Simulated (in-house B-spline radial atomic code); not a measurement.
V3+ is squeezed into an impenetrable sphere of radius R (the orbitals vanish at R). Caution: exact exchange at fractional occupations of open shells leaves self-interaction of up to several eV. Computed with an all-electron radial atomic-structure program (B-spline basis): non-relativistic PBE0, spin-polarised, spherical fractional occupations, point nucleus.

Energies in eV above the free ion in [Ar] 3d2:

```csv
R (bohr),highest level (eV),[Ar] 3d2,[Ne] 3s2 3p5 3d3,-dE/dV in [Ar] 3d2 (GPa)
7.16,-37.7,2.888e-05,38.58,0.000138
6.56,-37.7,0.0001578,38.58,0.000882
5.13,-37.7,0.007854,38.59,0.0683
4.24,-37.6,0.08059,38.66,0.995
3.35,-36.8,0.8144,39.51,16.6
2.92,-35.4,2.648,41.62,75.7
2.43,-31,11.29,51.11,508
2.34,-29.5,14.93,55.02,735
1.89,-14.7,64.15,106.1,5160
1.21,83.1,695.4,729.6,153000
```

Does [Ne] 3s2 3p5 3d3 fall below [Ar] 3d2 under compression?

No, it stays above over the whole range.

The highest level is first positive in the row R = 1.21 bohr, pushed up by confinement above the zero of the free ion's potential. Each configuration is held fixed and needn't be the lowest in the sphere.
